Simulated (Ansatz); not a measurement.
A run for Ansatz (a program for electronic structure): R-wB97M-V/def2-TZVPP on O2Zr (SMILES [O]=[Zr]=[O]), atoms moved off the minimum. Elements past Kr take the def2 small-core potentials; no spin–orbit coupling.

Ansatz 0.2 input:
```yaml
crystal:
  periodic: [false, false, false]
  atoms:
    - {symbol: Zr, position_ang: [0.22254528, -0.18101130, 0.12005792]}
    - {symbol: O, position_ang: [0.62693757, 0.54604648, -1.34593884]}
    - {symbol: O, position_ang: [-1.55436013, 0.24895451, 0.44551919]}
basis:
  gaussian:
    orbitals: def2-TZVPP
hamiltonian:
  xc: {name: wB97M-V}
scf: {lower_state_search: off}
output: {forces: true}
```

It printed:

```
Functional definition: wB97M-V
[...]
these checks for a lower state are left out or cut short: stability, starts, cluster_reference, orbital_swaps, neighbouring_geometries, increment
integrals: 0.05 GiB planned
632 factors; their error is unknown
integrals: 0.09 GiB planned
142 factors; integrals over basis functions are off by at most 1.8e-4 eV
mean field: 0.47 GiB planned
mean field evaluation 1: about -5353.1971 eV, gradient 1.0e2 eV
mean field evaluation 2: about -5117.6169 eV, gradient 3.2e2 eV
mean field evaluation 4: about -5372.1728 eV, gradient 3.0e1 eV
mean field evaluation 8: about -5373.7012 eV, gradient 1.2e-1 eV
mean field evaluation 16: about -5373.7228 eV, gradient 1.6e-3 eV
mean field -5373.72278119 eV, -197.4806697686 hartree, gradient 4.7e-6 eV, S^2 0.000000; 0 other end points of the search recorded, 0 dependent functions left out
the calculation of the forces begins
reference -5373.72285678 eV, -197.4806725465 hartree; 14, 14 occupied and 104, 104 virtual orbitals, 632 factors
Total energy: -5373.72285678 eV, -197.4806725465 hartree
Atom 0 at     0.222545    -0.181011     0.120058 Å, force    -3.918929    -0.408051     3.006429 eV/Å
Atom 1 at     0.626938     0.546046    -1.345939 Å, force     0.955738     1.235052    -2.649269 eV/Å
Atom 2 at    -1.554360     0.248955     0.445519 Å, force     2.963191    -0.827001    -0.357160 eV/Å
Dipole moment:     1.239404    -0.919283     0.818108 e Å
Checks for a lower state left out: stability, starts, cluster_reference, orbital_swaps, neighbouring_geometries, increment
```

The calculation finished and met its thresholds.

Cost: very roughly 8 core-seconds.
